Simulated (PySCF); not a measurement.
The same groups moved round the core (phenanthrene mercapto). All species are isolated molecules in the gas phase. One relaxed conformer stands for each flexible species; it need not be the lowest. Strings in code marks are SMILES.

The HOMO–LUMO gap from two functionals at the same geometries (PBE0-D4/def2-SVP), both in PySCF: PBE-D3(BJ)/def2-SVP and B3LYP-D3(BJ)/def2-SVP. B3LYP has the VWN-RPA correlation part, as in Gaussian. 

| species | B3LYP-D3(BJ)/def2-SVP (eV) |
|---|---|
| `Sc1cc2ccccc2c2ccccc12` (H–S–C–C torsion 128°) | 4.47 |
| `c12c(ccc(c2)S)c2c(cc1)cccc2` (H–S–C–C torsion 0°) | 4.45 |
| `Sc1ccc2ccc3ccccc3c2c1` (H–S–C–C torsion 180°) | 4.39 |
| `c12ccc3c(cccc3)c1cccc2S` (H–S–C–C torsion 127°) | 4.47 |

**Question.** What does PBE-D3(BJ)/def2-SVP give for each?

**Answer.** 
- `Sc1cc2ccccc2c2ccccc12` (H–S–C–C torsion 128°): 3.13
- `c12c(ccc(c2)S)c2c(cc1)cccc2` (H–S–C–C torsion 0°): 3.11
- `Sc1ccc2ccc3ccccc3c2c1` (H–S–C–C torsion 180°): 3.08
- `c12ccc3c(cccc3)c1cccc2S` (H–S–C–C torsion 127°): 3.12
Over these rows, drawn at random from the members with no instability flagged (it was tested for open shells, ions and some series alone), PBE minus B3LYP-D3(BJ): mean -1.34 eV, from -1.35 eV to -1.31 eV.
